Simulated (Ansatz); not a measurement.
Cartesian coordinates in Å:
```
C 0.631 0.120 1.452
O 0.137 0.640 0.240
Mo -0.638 0.058 -1.310
O -1.927 1.046 -1.689
S -1.347 -1.899 -0.991
Cl 0.857 0.054 -2.997
H 1.718 0.230 1.466
H 0.200 0.688 2.279
H 0.370 -0.937 1.550
```

Total charge 0; spin multiplicity 1. Mo takes the def2 core potential.

Problem. List the r2SCAN/def2-TZVPP orbital energies in eV (the Gaussian-basis code of Ansatz). (Estimate.)

Solution. The calculation gave: Occupied: -2753.78, -2409.30, -517.50, -516.82, -275.29, -255.16, -213.75, -193.66, -193.59, -193.57, -157.78, -157.73, -157.68, -71.54, -44.99, -44.63, -44.47, -27.45, -24.43, -21.38, -18.53, -17.73, -13.35, -12.57, -12.55, -10.82, -10.60, -10.46, -10.04, -9.66, -8.76, -8.58, -8.27, -8.19, -7.65, -6.99. Lowest empty: -3.81, -3.67, -2.49, -1.80, -1.35, 0.05, 1.26, 1.48.
